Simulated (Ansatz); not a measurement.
Two structures of ZnH₄SeO, closed shell, reached by relaxing down either side of one saddle point (PBE0-D4/def2-TZVP). Energies are electronic, without zero-point energy. Ansatz 0.2.0; basis: def2-TZVPP and def2-QZVPP; cores frozen in the correlated methods. The 3s and 3p shells of Cu and Zn are frozen; filled d shells are correlated. The def2 sets are not built for correlating such inner shells, so the correlated values are less sure here. Extrapolation: Hartree–Fock as exp(−7.88 √X), correlation as X^−2.97. First:

Zn1  (0.302, -0.519, 1.067)
H2  (0.371, -0.133, 2.545)
O3  (0.482, -1.289, -0.565)
H4  (-0.237, 2.310, -0.566)
Se5  (-1.305, 1.308, -0.459)
H6  (1.014, -2.084, -0.612)
H7  (-0.629, 0.407, -1.410)
(Å)

Second:

```
atom    x (Å)    y (Å)    z (Å)
 Zn1  -0.3394  -0.6291  -0.8099
  H2   0.6135   0.7338   2.1001
  O3   0.4567  -2.1495  -0.3531
  H4   0.1199   1.1085   1.6812
 Se5  -1.3819   1.2544  -1.5405
  H6   0.6213  -2.2644   0.5844
  H7  -0.0901   1.9463  -1.6622
```

Problem. Which bonds change from the first to the second?

Solution. ZnH₂O ([OH][ZnH]) + H₂Se → ZnH₂SeO ([OH][Zn][SeH]) + H₂; bonds formed: H2–H4; dative contacts that become bonds: Zn1–Se5; bonds broken: Zn1–H2, H4–Se5.

Problem. Give the saddle point's structure and its height above each. (An estimate is asked for; the value comes from the calculation.)

Solution. The calculation gives: 98.7 kJ/mol above the first and 162.2 kJ/mol above the second (CCSD(T) at an estimated basis limit (MP2 extrapolated from triple and quadruple zeta, plus CCSD(T) − MP2 in triple zeta)).
```xyz
7
angstrom
Zn 0.0449 -0.4784 0.2504
H 0.2604 0.7007 1.4400
O 0.3394 -2.1524 -0.2996
H -0.3525 1.2559 0.6565
Se -1.2099 1.4761 -0.8745
H 0.8531 -2.6810 0.3142
H 0.0647 1.8791 -1.4870
```

The T1 diagnostic stays at or below 0.015.

Exchanges of this kind with a chalcogen hydride build sulfide and selenide films.

Labels in which every atom is bracketed show which atoms are joined, not bond orders.

For scale, one of the runs: CCSD(T)/def2-TZVPP, 199 basis functions, launched by `ansatz run in.yaml --threads 4 --pin off --events-out ev --progress --plain --max-ram 9574MiB`. Hardware: 4 CPU threads of an Arm Neoverse V1, shared host. Wall time 99 s; peak host memory 2.5 GiB.
